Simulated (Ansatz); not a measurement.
Ansatz (a quantum-chemistry and plane-wave program) input for Si(Cl)3(NH2) (Cl₃H₂NSi), SMILES Cl[Si](N)(Cl)Cl, PBE-D3(BJ)/def2-SVP. 

Ansatz 0.2 input:
```yaml
crystal:
  periodic: [false, false, false]
  atoms:
    - {symbol: N, position_ang: [1.95602770, 0.28234290, -0.00000000]}
    - {symbol: Si, position_ang: [0.27612805, 0.03237752, -0.00000000]}
    - {symbol: Cl, position_ang: [-0.50365406, 0.89423017, 1.69640069]}
    - {symbol: Cl, position_ang: [-0.50365406, 0.89423025, -1.69640065]}
    - {symbol: Cl, position_ang: [-0.31971751, -1.94857906, -0.00000005]}
    - {symbol: H, position_ang: [2.50072450, 0.14616566, 0.84568766]}
    - {symbol: H, position_ang: [2.50072450, 0.14616571, -0.84568767]}
basis:
  gaussian:
    orbitals: def2-SVP
hamiltonian:
  xc: pbe
  dispersion: d3bj
relax: {f_tol: 0.002, max_steps: 200}
```

It prints:

```
WARN ansatz: RAYON_NUM_THREADS=1 ignored (pool sized by the plan → 1); use --threads N
Functional definition: PBE
integrals: 0.05 GiB planned
1069 factors; their error is unknown
mean field: 0.24 GiB planned
mean field evaluation 1: about -46929.2697 eV, gradient 6.1e1 eV
mean field evaluation 2: about -46902.5027 eV, gradient 1.1e2 eV
mean field evaluation 4: about -46936.5205 eV, gradient 5.7e0 eV
mean field evaluation 8: about -46936.6007 eV, gradient 1.3e-1 eV
mean field evaluation 16: about -46936.5232 eV, gradient 6.4e-5 eV
mean field -46936.52319175 eV, -1724.8854125787 hartree, gradient 6.4e-5 eV, S^2 0.000000; 0 other end points of the search recorded, 0 dependent functions left out
the calculation of the forces begins
reference -46936.52322007 eV, -1724.8854136196 hartree; 37, 37 occupied and 59, 59 virtual orbitals, 1069 factors
relax step   1: F+E_penalty+E_count = -46936.76681039 eV  Δ(F+E_penalty+E_count) = +0.000e0 eV  max|allowed force component| = 2.526e-1 eV/Å  Δτ_max = 0.0000 Å  (28 SCF iters, accepted)
these checks for a lower state are left out or cut short: starts, cluster_reference, orbital_swaps, neighbouring_geometries, increment
integrals: 0.05 GiB planned
1069 factors; their error is unknown
mean field: 0.24 GiB planned
mean field -46936.52804306 eV, -1724.8855908609 hartree, gradient 1.4e-5 eV, S^2 0.000000; 0 other end points of the search recorded, 0 dependent functions left out
the calculation of the forces begins
reference -46936.52807148 eV, -1724.8855919055 hartree; 37, 37 occupied and 59, 59 virtual orbitals, 1069 factors
relax step   2: F+E_penalty+E_count = -46936.77091590 eV  Δ(F+E_penalty+E_count) = -4.106e-3 eV  max|allowed force component| = 1.450e-1 eV/Å  Δτ_max = 0.0118 Å  (29 SCF iters, accepted)
these checks for a lower state are left out or cut short: starts, cluster_reference, orbital_swaps, neighbouring_geometries, increment
integrals: 0.05 GiB planned
1069 factors; their error is unknown
mean field: 0.24 GiB planned
mean field evaluation 32: about -46936.5290 eV, gradient 1.4e-5 eV
mean field -46936.52897268 eV, -1724.8856250241 hartree, gradient 1.4e-5 eV, S^2 0.000000; 0 other end points of the search recorded, 0 dependent functions left out
the calculation of the forces begins
reference -46936.52900115 eV, -1724.8856260703 hartree; 37, 37 occupied and 59, 59 virtual orbitals, 1069 factors
relax step   3: F+E_penalty+E_count = -46936.77172181 eV  Δ(F+E_penalty+E_count) = -8.059e-4 eV  max|allowed force component| = 5.424e-2 eV/Å  Δτ_max = 0.0072 Å  (29 SCF iters, accepted)
these checks for a lower state are left out or cut short: starts, cluster_reference, orbital_swaps, neighbouring_geometries, increment
integrals: 0.05 GiB planned
1069 factors; their error is unknown
mean field: 0.24 GiB planned
mean field -46936.52911440 eV, -1724.8856302320 hartree, gradient 1.4e-5 eV, S^2 0.000000; 0 other end points of the search recorded, 0 dependent functions left out
the calculation of the forces begins
reference -46936.52914285 eV, -1724.8856312776 hartree; 37, 37 occupied and 59, 59 virtual orbitals, 1069 factors
relax step   4: F+E_penalty+E_count = -46936.77201386 eV  Δ(F+E_penalty+E_count) = -2.921e-4 eV  max|allowed force component| = 8.669e-2 eV/Å  Δτ_max = 0.0104 Å  (29 SCF iters, accepted)
these checks for a lower state are left out or cut short: starts, cluster_reference, orbital_swaps, neighbouring_geometries, increment
integrals: 0.05 GiB planned
1069 factors; their error is unknown
mean field: 0.24 GiB planned
mean field -46936.52952639 eV, -1724.8856453726 hartree, gradient 1.4e-5 eV, S^2 0.000000; 0 other end points of the search recorded, 0 dependent functions left out
the calculation of the forces begins
reference -46936.52955487 eV, -1724.8856464192 hartree; 37, 37 occupied and 59, 59 virtual orbitals, 1069 factors
relax step   5: F+E_penalty+E_count = -46936.77245287 eV  Δ(F+E_penalty+E_count) = -4.390e-4 eV  max|allowed force component| = 1.974e-2 eV/Å  Δτ_max = 0.0140 Å  (29 SCF iters, accepted)
these checks for a lower state are left out or cut short: starts, cluster_reference, orbital_swaps, neighbouring_geometries, increment
integrals: 0.05 GiB planned
1069 factors; their error is unknown
mean field: 0.24 GiB planned
mean field -46936.52954790 eV, -1724.8856461629 hartree, gradient 1.4e-5 eV, S^2 0.000000; 0 other end points of the search recorded, 0 dependent functions left out
the calculation of the forces begins
reference -46936.52957638 eV, -1724.8856472096 hartree; 37, 37 occupied and 59, 59 virtual orbitals, 1069 factors
relax step   6: F+E_penalty+E_count = -46936.77252679 eV  Δ(F+E_penalty+E_count) = -7.392e-5 eV  max|allowed force component| = 1.989e-2 eV/Å  Δτ_max = 0.0044 Å  (29 SCF iters, accepted)
these checks for a lower state are left out or cut short: starts, cluster_reference, orbital_swaps, neighbouring_geometries, increment
integrals: 0.05 GiB planned
1069 factors; their error is unknown
mean field: 0.24 GiB planned
mean field -46936.52955725 eV, -1724.8856465064 hartree, gradient 4.5e-5 eV, S^2 0.000000; 0 other end points of the search recorded, 0 dependent functions left out
the calculation of the forces begins
reference -46936.52958573 eV, -1724.8856475531 hartree; 37, 37 occupied and 59, 59 virtual orbitals, 1069 factors
relax step   7: F+E_penalty+E_count = -46936.77253335 eV  Δ(F+E_penalty+E_count) = -6.561e-6 eV  max|allowed force component| = 1.223e-3 eV/Å  Δτ_max = 0.0005 Å  (19 SCF iters, accepted)
integrals: 0.05 GiB planned
1069 factors; their error is unknown
mean field: 0.24 GiB planned
mean field evaluation 64: about -46936.6043 eV, gradient 1.3e-1 eV
mean field -46936.52955725 eV, -1724.8856465064 hartree, gradient 4.5e-5 eV, S^2 0.000000; 1 other end points of the search recorded, 0 dependent functions left out
the calculation of the forces begins
reference -46936.52958573 eV, -1724.8856475531 hartree; 37, 37 occupied and 59, 59 virtual orbitals, 1069 factors
Total energy: -46936.77256184 eV, -1724.8945767603 hartree
Atom 0 at     1.962715     0.319223    -0.000000 Å, force     0.000981     0.000160     0.000000 eV/Å
Atom 1 at     0.274954     0.038538    -0.000000 Å, force    -0.000006    -0.001003    -0.000000 eV/Å
Atom 2 at    -0.511449     0.896047     1.700938 Å, force    -0.000139     0.000299     0.000439 eV/Å
Atom 3 at    -0.511449     0.896047    -1.700938 Å, force    -0.000139     0.000299    -0.000439 eV/Å
Atom 4 at    -0.309155    -1.952518    -0.000000 Å, force    -0.000152     0.000019     0.000000 eV/Å
Atom 5 at     2.500481     0.124798     0.848226 Å, force    -0.000273     0.000114    -0.001223 eV/Å
Atom 6 at     2.500481     0.124798    -0.848226 Å, force    -0.000273     0.000114     0.001223 eV/Å
Dipole moment:     0.534035    -0.066013     0.000000 e Å
```

The run converged.

Cost: about 18 core-seconds (a rough figure).
